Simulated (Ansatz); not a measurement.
`[SiH3]OP` and `[SiH3][O][GeH3]` differ in one atom or group.

Ansatz, PBE0-D4/def2-TZVP geometries, multiplicity 1. Each molecule was computed in one conformer, which needn't be the lowest.

Scalar relativity is left out up to krypton.

```csv
property,`[SiH3]OP`
zero-point energy (PBE0-D4/def2-TZVP) / kJ/mol,123.9
LUMO energy (ωB97M-V/def2-TZVPP) / eV,1.26
LUMO energy (PBE/def2-TZVPP) / eV,-1.51
HOMO energy (PBE0/def2-TZVPP) / eV,-7.26
HOMO energy (B3LYP/def2-TZVPP) / eV,-7.06
HOMO–LUMO gap (ωB97M-V/def2-TZVPP) / eV,10.75
```

Q: Give the same properties after the change, and the shifts. (Best estimate.)

A: The calculation gave: 
```csv
property,`[SiH3][O][GeH3]`,shift
zero-point energy (PBE0-D4/def2-TZVP) / kJ/mol,138.5,14.6
LUMO energy (ωB97M-V/def2-TZVPP) / eV,1.50,0.24
LUMO energy (PBE/def2-TZVPP) / eV,-1.13,0.38
HOMO energy (PBE0/def2-TZVPP) / eV,-8.46,-1.20
HOMO energy (B3LYP/def2-TZVPP) / eV,-8.25,-1.19
HOMO–LUMO gap (ωB97M-V/def2-TZVPP) / eV,12.27,1.52
```

With PBE0 the HOMO falls by 1.20 eV and the LUMO rises by 0.33 eV, so the gap widens by about 1.53 eV. PBE moves the HOMO by -0.98 eV and ωB97M-V by -1.27 eV. The zero-point energy changes by 14.6 kJ/mol with +3 modes.

B3LYP here is the variant with VWN-RPA as its local correlation; programs differ in this.
